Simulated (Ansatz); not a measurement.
`[CH3][Nb]([F])([F])=[S]` + H₂O → `[CH3][Nb]([OH])([F])=[S]` + H–F at 400 K and 1 bar (formal hydrolysis of the Nb–F bond).

Calculated with Ansatz (gas phase, PBE0-D4/def2-TZVP geometries, no zero-point term in ΔE). CCSD(T)/CBS is the MP2 limit (def2-TZVPP, def2-QZVPP) plus CCSD(T) − MP2 in def2-TZVPP, frozen cores. This one scheme is used for every species. Elements past krypton have def2 core potentials. For Nb outer-core shells are correlated without core-valence functions, which leaves a few kJ/mol of doubt a bond. One conformer a species, not always the lowest.

```tsv
species	CCSD(T)/CBS energy (Eh)	H − E (kJ/mol)	S (J/(mol·K))
`[CH3][Nb]([F])([F])=[S]`	-694.30863	141.3	397.0
H₂O	-76.37941	69.8	198.6
`[CH3][Nb]([OH])([F])=[S]`	-670.28419	173.1	406.4
H–F	-100.39570	36.5	182.2
```

H − E and S are ideal-gas, rigid-rotor, harmonic terms from PBE0-D4/def2-TZVP, for one conformer and one mirror image of each species. 1 Eh = 2625.50 kJ/mol, R = 8.31446 J/(mol·K).

Question: By hand: ΔE, ΔH, ΔS and ΔG.

Answer: ΔE = (-670.28419) + (-100.39570) − (-694.30863) − (-76.37941) = 0.00815 Eh = 21.4 kJ/mol. Δ(H − E) = 173.1 + 36.5 − 141.3 − 69.8 = -1.5, so ΔH = 19.9 kJ/mol. ΔS = 406.4 + 182.2 − 397.0 − 198.6 = -7.0 J/(mol·K). ΔG = 19.9 − 400 × (-7.0)/1000 = 22.7 kJ/mol.

Question: By hand: the equilibrium constant, and the temperature at which ΔG would vanish if ΔH and ΔS stayed fixed.

Answer: log₁₀ K = −ΔG/(RT ln 10) = -3.0. ΔH and −TΔS have one sign here, so there is no such temperature.

The number of gas molecules stays the same, so ΔS is small and ΔH decides. A doubt of 5 kJ/mol in ΔE shifts log₁₀ K by 0.7 here. Other conformers and mirror images would add mixing entropy, several J/(mol·K) or more a flexible species. These are equilibria of isolated gas molecules and say nothing of rates. Largest T1 diagnostic: 0.023 (customary marks: 0.02 for closed shells, 0.045 for open ones).

ΔS is within the doubt of such terms, so its sign, and with it that verdict, could turn.
